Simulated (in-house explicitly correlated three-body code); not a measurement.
The numbers below are computed, except where a source is named.
# Two electrons around a charge Z: the exact Kohn-Sham energy parts

The exact non-relativistic ground state comes from a variational code in 260 exponentially correlated functions, the Kohn-Sham parts from inverting its density (past Z = 6 the correlation energy is taken as exact minus Hartree-Fock, equal to within microhartrees), and self-consistent runs (Hartree-Fock is restricted) from a B-spline radial code. Z may be fractional; the second electron is bound down to Z = 0.911.

E_c tends to a constant and T_c to −E_c as Z grows.

```csv
Z,E (Eh),E_x (Eh),E_c (mEh),T_c (mEh),−T_c/E_c,binding (eV)
1.3,-1.029897,-0.58218,-40.54,31.86,0.786,5.031
1.52,-1.513220,-0.72230,-41.02,33.79,0.824,9.742
1.82,-2.328312,-0.91148,-41.73,35.73,0.856,18.29
2.06,-3.109920,-1.06223,-42.22,36.91,0.874,26.89
2.44,?,?,?,?,?,?
2.98,-7.172796,-1.63855,-43.50,39.78,0.915,74.36
3.42,?,?,?,?,?,?
3.96,-13.362146,-2.25161,-44.25,41.43,0.936,150.2
```

(1) What belongs in the row Z = 2.44?

(2) What belongs in the row Z = 3.42?

(3) Where is correlation strongest relative to exchange?

Results:

(1) E (Eh): -4.582945; E_x (Eh): -1.30045; E_c (mEh): -42.85; T_c (mEh): 38.34; −T_c/E_c: 0.895; binding (eV): 43.71.

(2) E (Eh): -9.714130; E_x (Eh): -1.91385; E_c (mEh): -43.88; T_c (mEh): 40.64; −T_c/E_c: 0.926; binding (eV): 105.2.

(3) E_c/E_x falls from 0.070 at Z = 1.3 to 0.0197 at Z = 3.96, since exchange grows as Z while correlation stays near −0.045 hartree. The smaller −T_c/E_c at low Z marks the more static, in-out correlation of a loosely bound pair.
